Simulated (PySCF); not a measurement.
The same groups moved round the core (propene cyano+boryl). All species are isolated molecules in the gas phase. One relaxed conformer stands for each flexible species; it need not be the lowest. Strings in code marks are SMILES.

The T1 excitation (TDA) from two functionals at the same geometries (CAM-B3LYP-D3(BJ)/def2-TZVP), both in PySCF: PBE-D3(BJ)/def2-TZVP and TPSSh-D3(BJ)/def2-TZVP. Excitations are Tamm–Dancoff values on a coarser integration grid. The basis has no diffuse functions, so Rydberg states are missing or too high.

| species | PBE-D3(BJ)/def2-TZVP (eV) | TPSSh-D3(BJ)/def2-TZVP (eV) |
|---|---|---|
| `B/C(C)=C/C#N` | 2.93 | 2.99 |
| `B/C=C(\C)C#N` | 3.02 | 3.04 |
| `BC/C=C/C#N` | 3.71 | 3.78 |
| `BC/C=C\C#N` | 3.76 | 3.78 |

Over these rows, drawn at random from the members with no instability flagged (it was tested for open shells, ions and some series alone), PBE minus TPSSh-D3(BJ): mean -0.05 eV, from -0.08 eV to -0.02 eV.
